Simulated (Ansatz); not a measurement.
Frontier orbitals of C₆H₁₄N₂Si, SMILES `C=C[Si](N)(C=C)N(C)C`.

Total charge 0; spin multiplicity 1. The geometry is a stationary point of PBE0-D4/def2-TZVP. It is one conformer, not always the lowest. Basis def2-TZVPP, Ansatz 0.2.0.

| functional | HOMO (eV) | LUMO (eV) | gap (eV) |
| --- | --- | --- | --- |
| LDA (SPW92) | -4.95 | -1.70 | 3.25 |
| PBE | -4.84 | -1.45 | 3.39 |
| BLYP | -4.73 | -1.29 | 3.44 |
| PBE0 | -6.11 | -0.49 | 5.62 |
| ωB97X-V | -8.47 | 1.68 | 10.15 |
| ωB97M-V | -8.40 | 1.52 | 9.92 |
| HF | -9.28 | 3.14 | 12.42 |

(1) What is the vertical ionisation energy at frozen-core CCSD(T)/CBS(def2)? (Best estimate.)

Answers

(1) Computed: 8.23 eV (T1 of the cation 0.018).

Against PBE, PBE0 changes HOMO and LUMO by −1.27 and +0.96 eV, ωB97M-V by −3.57 and +2.96 eV. A gap of 3.39 eV thus becomes 9.92 eV for the same molecule, so an orbital gap means little without its functional. A positive LUMO is unbound and depends on the basis. −ε(HOMO) differs from that ionisation energy by −3.39 eV with PBE and +0.17 eV with ωB97M-V.
